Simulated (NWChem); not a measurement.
Species: CH₃BBrFO; SMILES B(OC)(Br)F

```xyz
8

B      0.6408    -0.5811     0.0000
F      1.9592    -0.6037     0.0000
Br    -0.2239     1.1454     0.0000
O     -0.0174    -1.7371     0.0000
C     -1.4080    -1.9425     0.0000
H     -1.6819    -2.5235    -0.8928
H     -1.6819    -2.5235     0.8928
H     -1.9634    -0.9924     0.0000
```
Atoms are numbered in this order, from 1.

The geometry was optimised at PBE0/def2-SVP.

Spin-orbit effects, on the heavy nuclei and on their neighbours, are missing.

**Question.** Give the principal values of the shielding tensors (ppm) of B1, F2, Br3, O4, C5 from LDA (Slater exchange, VWN5)/pcSseg-1, GIAO (NWChem), with their diamagnetic and paramagnetic parts as GIAO splits them.

**Answer.** 
| atom | σ11 | σ22 | σ33 | isotropic | diamagnetic | paramagnetic |
|---|---|---|---|---|---|---|
| B1 | 58.2 | 61.5 | 86.8 | 68.8 | 198.2 | -129.4 |
| F2 | 69.3 | 262.6 | 316.7 | 216.2 | 469.9 | -253.7 |
| Br3 | 2082.6 | 2632.7 | 2795.3 | 2503.5 | 3123.4 | -619.9 |
| O4 | -17.7 | 270.5 | 308.0 | 186.9 | 393.2 | -206.3 |
| C5 | 91.9 | 94.6 | 180.2 | 122.2 | 248.3 | -126.1 |
